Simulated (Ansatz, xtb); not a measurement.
C4H4BrNS: which of two isomers lies lower

Structure X is `Sc1cc[nH]c1Br`, a singlet and structure Y is `Sn1cccc1Br`, a singlet. Both are isolated molecules in the gas phase, relaxed with r2SCAN-D4/def2-SVP; the shapes shown needn't be the lowest conformers.

X (Å):

```xyz
11

C     0.0283   -0.5799    1.9804
C    -0.6006   -0.7440    0.7066
C    -0.0157   -1.8277    0.0835
C     0.9750   -1.5949    2.0787
Br    2.1666   -1.9939    3.4531
N     0.9438   -2.3341    0.9303
S    -0.3812    0.5943    3.2287
H     0.5383    1.5351    2.9013
H    -1.3997   -0.1192    0.3117
H    -0.2017   -2.2843   -0.8867
H     1.5402   -3.1327    0.7493
```

Y (Å):

```xyz
11

C    -0.7466   -1.0637    0.8636
C    -0.0558   -2.0872    0.2539
C     1.2616   -2.1153    0.8002
C     1.3326   -1.0975    1.7281
Br    2.7533   -0.5947    2.8225
N     0.1024   -0.4548    1.7765
S    -0.3082    0.9207    2.7060
H    -0.6488    0.2645    3.8465
H    -1.7620   -0.6935    0.7409
H    -0.4525   -2.7537   -0.5110
H     2.0712   -2.7990    0.5525
```

**Question.** Estimate E(Y) − E(X) at the level CCSD(T)/def2-SVP + ΔMP2/def2-TZVPP.

**Answer.** Calculated at CCSD(T)/def2-SVP + ΔMP2/def2-TZVPP: E(Y) − E(X) = +13.8 kcal/mol, so structure X lies lower.

How the difference moves with the method:

```csv
level,geometry,E(Y) − E(X) (kcal/mol),departure from the last row (kcal/mol),"job, with rough time for the two"
r2SCAN-D4/def2-SVP,r2SCAN-D4/def2-SVP,+15.7,+1.9,"optimisation, 3.8 min"
HF/def2-SVP,r2SCAN-D4/def2-SVP,+15.2,+1.4,part of the CCSD(T) run
MP2/def2-SVP,r2SCAN-D4/def2-SVP,+16.1,+2.3,part of the CCSD(T) run
CCSD(T)/def2-SVP,r2SCAN-D4/def2-SVP,+14.8,+1.0,single point
CCSD(T)/def2-SVP + ΔMP2/def2-TZVPP,r2SCAN-D4/def2-SVP,+13.8,,"single point, 2.4 min"
```

As drawn, Y has 1 N–S, 1 C–H in place of 1 C–S, 1 N–H.

The levels shown agree on the order. The largest departure from CCSD(T)/def2-SVP + ΔMP2/def2-TZVPP is that of MP2/def2-SVP, 2.3 kcal/mol. No reliable frequencies are at hand for X, so it isn't confirmed as a minimum. Levels run at GFN2-xTB geometries aren't shown. The last row adds to CCSD(T) the change of the MP2 difference between the two basis sets, here −1.0 kcal/mol.

The correlated steps freeze 19 core orbitals; the filled d shell of Br is correlated, in a basis made for valence electrons. Codes used: Ansatz 0.2.0, xtb 6.7.1; the last row on 2 threads of Arm Neoverse V2 on a shared host.
